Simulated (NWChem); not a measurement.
**Basis-set convergence for H3NSn**

```xyz
5

Sn    -0.2501     0.2128     0.0000
H      1.0320     1.4896     0.0000
N      1.1864    -1.2535     0.0000
H      2.1987    -1.0982     0.0000
H      0.9686    -2.2544     0.0000
```
Charge 0, spin multiplicity 1.

Everything below was run with NWChem. All single points use one geometry, from PBE/def2-SVP with def2 effective core potentials on Sn, a minimum by its harmonic frequencies. It is one conformer; others weren't searched.

Quantity: dipole moment at the level PBE0.

Effective core potentials replace the inner electrons of Sn; spin-orbit coupling is left out. The structure started from a generated list of species.

Relative cost: rough, from shared machines, SCF included, def2-SVP = 1.

Question: In def2-QZVP the value is 0.80 D. Among def2-SVP, def2-SVPD, def2-TZVP, def2-TZVPD, def2-TZVPP, which is the smallest basis within 0.03 D of it?

Answer: def2-SVPD, with 76 functions against 229 and about 2 % of the time (also within reach: def2-TZVPD). def2-QZVP isn't the basis-set limit itself, and a small set can land close by cancellation.

```csv
basis,functions,dipole moment (D),relative cost
def2-SVP,55,1.10,1
def2-SVPD,76,0.79,under 3
def2-TZVP,99,0.88,under 3
def2-TZVPD,120,0.78,3
def2-TZVPP,123,0.86,3
def2-QZVP,229,0.80,70
```
